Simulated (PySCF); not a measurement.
PySCF input (B3PW91/6-31G* (5d)):

```python
from pyscf import gto, dft

mol = gto.M(
    atom='''
    C    -1.61259100    0.40663200   -0.40219200
    N    -0.48680100    0.22901600    0.50365600
    Si    1.06784200   -0.29760500   -0.00860500
    H    -2.15712400   -0.52205100   -0.61377400
    H    -1.25332800    0.80154800   -1.35485800
    H    -2.32248000    1.13263300    0.00054800
    H    -0.76188600    0.02694800    1.45217600
    H     1.11728800   -1.67941400   -0.56648300
    H     1.54781700    0.60912900   -1.07979000
    H     1.96307400   -0.24522700    1.17020300
    ''',
    basis='6-31g*',
    charge=0,
    spin=0,
    verbose=4,
)

mf = dft.RKS(mol, xc='b3pw91')
mf.grids.level = 3
mf.conv_tol = 1e-9
mf.max_cycle = 100
mf.max_memory = 1500
mf.kernel()
if not mf.converged:
    mf = mf.newton()
    mf.kernel(mf.make_rdm1())
mf.dip_moment()
```

Output:

```
PySCF version 2.14.0

[INPUT] verbose = 4
[INPUT] num. atoms = 10
[INPUT] num. electrons = 34
[INPUT] charge = 0
[INPUT] spin (= nelec alpha-beta = 2S) = 0
[INPUT] symmetry False subgroup None
[INPUT] Mole.unit = angstrom
[INPUT] Symbol           X                Y                Z      unit          X                Y                Z       unit  Magmom
[INPUT]  1 C     -1.612591000000   0.406632000000  -0.402192000000 AA   -3.047355340938   0.768423113484  -0.760032729491 Bohr   0.0
[INPUT]  2 N     -0.486801000000   0.229016000000   0.503656000000 AA   -0.919920567164   0.432777518143   0.951771900994 Bohr   0.0
[INPUT]  3 Si     1.067842000000  -0.297605000000  -0.008605000000 AA    2.017928924308  -0.562391943301  -0.016261093302 Bohr   0.0
[INPUT]  4 H     -2.157124000000  -0.522051000000  -0.613774000000 AA   -4.076373576726  -0.986533413055  -1.159864762379 Bohr   0.0
[INPUT]  5 H     -1.253328000000   0.801548000000  -1.354858000000 AA   -2.368446664249   1.514706195693  -2.560310557676 Bohr   0.0
[INPUT]  6 H     -2.322480000000   1.132633000000   0.000548000000 AA   -4.388851129780   2.140366169644   0.001035569916 Bohr   0.0
[INPUT]  7 H     -0.761886000000   0.026948000000   1.452176000000 AA   -1.439755878140   0.050924339605   2.744214924666 Bohr   0.0
[INPUT]  8 H      1.117288000000  -1.679414000000  -0.566483000000 AA    2.111368322263  -3.173632509760  -1.070497724222 Bohr   0.0
[INPUT]  9 H      1.547817000000   0.609129000000  -1.079790000000 AA    2.924950220946   1.151086984530  -2.040507372044 Bohr   0.0
[INPUT] 10 H      1.963074000000  -0.245227000000   1.170203000000 AA    3.709672222254  -0.463411868349   2.211363180144 Bohr   0.0

nuclear repulsion = 116.225478394751
number of shells = 34
number of NR pGTOs = 133
number of NR cGTOs = 60
basis = 6-31g*
ecp = {}

******** <class 'pyscf.dft.rks.RKS'> ********
method = RKS
initial guess = minao
damping factor = 0
level_shift factor = 0
DIIS = <class 'pyscf.scf.diis.CDIIS'>
diis_start_cycle = 1
diis_space = 8
diis_damp = 0
SCF conv_tol = 1e-09
SCF conv_tol_grad = None
SCF max_cycles = 100
direct_scf = True
direct_scf_tol = 1e-13
XC library pyscf.dft.libxc version 7.1.2
    S. Lehtola, C. Steigemann, M. J. T. Oliveira, and M. A. L. Marques,  SoftwareX 7, 1–5 (2018)
XC functionals = b3pw91
    A. D. Becke,  J. Chem. Phys. 98, 5648 (1993)
radial grids:
    Treutler-Ahlrichs [JCP 102, 346 (1995); DOI:10.1063/1.469408] (M4) radial grids

becke partition: Becke, JCP 88, 2547 (1988); DOI:10.1063/1.454033
pruning grids: <function nwchem_prune>
grids dens level: 3
symmetrized grids: False
atomic radii adjust function: <function treutler_atomic_radii_adjust>
small_rho_cutoff = 0
Set gradient conv threshold to 3.16228e-05
Initial guess from minao.
tot grids = 115856
init E= -386.444120560677
  HOMO = -0.285485781361248  LUMO = -0.0212255864405773  gap/eV = 7.19089
cycle= 1 E= -386.44453093138  delta_E= -0.00041  |g|= 0.37  |ddm|= 2.58
  HOMO = -0.152196078844391  LUMO = 0.0525906114996797  gap/eV = 5.57253
cycle= 2 E= -386.41143393479  delta_E= 0.0331  |g|= 0.529  |ddm|= 0.817
  HOMO = -0.233872182487433  LUMO = 0.0361887089767228  gap/eV = 7.34873
cycle= 3 E= -386.476148868251  delta_E= -0.0647  |g|= 0.0436  |ddm|= 0.521
  HOMO = -0.230574214647507  LUMO = 0.0353451567841199  gap/eV = 7.23603
cycle= 4 E= -386.476544231921  delta_E= -0.000395  |g|= 0.016  |ddm|= 0.0478
  HOMO = -0.230723748682799  LUMO = 0.0354199268759356  gap/eV = 7.24214
cycle= 5 E= -386.476603945279  delta_E= -5.97e-05  |g|= 0.00347  |ddm|= 0.0144
  HOMO = -0.230794897764439  LUMO = 0.0355300673775933  gap/eV = 7.24707
cycle= 6 E= -386.476606812703  delta_E= -2.87e-06  |g|= 0.000374  |ddm|= 0.00305
  HOMO = -0.230830569920728  LUMO = 0.0355103118531299  gap/eV = 7.24750
cycle= 7 E= -386.476606851673  delta_E= -3.9e-08  |g|= 6.3e-05  |ddm|= 0.000534
  HOMO = -0.230820829033961  LUMO = 0.0355220031493295  gap/eV = 7.24756
cycle= 8 E= -386.476606852996  delta_E= -1.32e-09  |g|= 1.43e-05  |ddm|= 0.000109
  HOMO = -0.230820363832543  LUMO = 0.0355204140554246  gap/eV = 7.24750
cycle= 9 E= -386.476606853062  delta_E= -6.54e-11  |g|= 1.98e-06  |ddm|= 2.3e-05
  HOMO = -0.230820075695137  LUMO = 0.0355205496495317  gap/eV = 7.24750
Extra cycle  E= -386.476606853062  delta_E= -6.25e-13  |g|= 1.4e-06  |ddm|= 4.25e-06
converged SCF energy = -386.476606853062
Dipole moment(X, Y, Z, Debye): -1.18926, -0.13588,  0.43209
```

The geometry given is a B3LYP-D3(BJ)/def2-TZVP minimum.
